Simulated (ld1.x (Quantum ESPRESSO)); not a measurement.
## Which change was made? (F, TM semilocal)

```
Element                 : F (Z = 9)
Generator               : ld1.x (Quantum ESPRESSO) 7.5
Type                    : norm-conserving Troullier–Martins (semilocal form)
Functional              : BLYP
Relativity              : scalar-relativistic
Frozen core             : [He]
Valence charge          : 7
Reference configuration : 2s2 2p4.75 (charge +0.25)
Partial waves           : 2p (bound): rc 1.25 bohr; 3d channel at -0.2 Ry: rc 0.95 bohr; 2s (bound): rc 0.75 bohr
Local potential         : the s channel
Core correction         : a·sin(br)/r model core inside 0.65 bohr
```

Cutoffs, loose and tight: the cutoffs (Ry, on a coarse ladder) from which the occupation-weighted sum of valence levels, in a spherical-Bessel basis at the reference potential, stays within 10 and 1 mRy of its value at 400 Ry. They do not see the model core or the augmentation charge, which bear on the density cutoff. Test errors are all-electron minus pseudo excitation energies from the reference, over the configurations 2s2 2p5; 2s2 2p4; 2s2 2p3; 2s2 2p5.3; 2s1 2p5; 2s2 2p2; 2s1 2p6; variants that change the core or the reference have their own tests.

The base gives: outcome: generated; cutoff, loose: 160 Ry; cutoff, tight: 260 Ry; bound ghosts: none; largest test error (meV): +360.

(1) After one change the result is: outcome: generated; cutoff, loose: 120 Ry; cutoff, tight: 200 Ry; bound ghosts: none; largest test error (meV): +591. Which change was it?
A. all radii but the core radius scaled by about 1.11 (s 0.84, p 1.38, d 1.06 bohr)
B. all radii but the core radius scaled by about 0.75 (s 0.56, p 0.94, d 0.72 bohr)
C. all radii but the core radius scaled by about 1.31 (s 0.98, p 1.64, d 1.24 bohr)

Answers

(1) A. The others give: all radii but the core radius scaled by about 0.75 (s 0.56, p 0.94, d 0.72 bohr) → outcome: generated; cutoff, loose: 230 Ry; cutoff, tight: 300 Ry; bound ghosts: none; largest test error (meV): +113 | all radii but the core radius scaled by about 1.31 (s 0.98, p 1.64, d 1.24 bohr) → outcome: generated; cutoff, loose: 70 Ry; cutoff, tight: 160 Ry; bound ghosts: none; largest test error (meV): +1312.
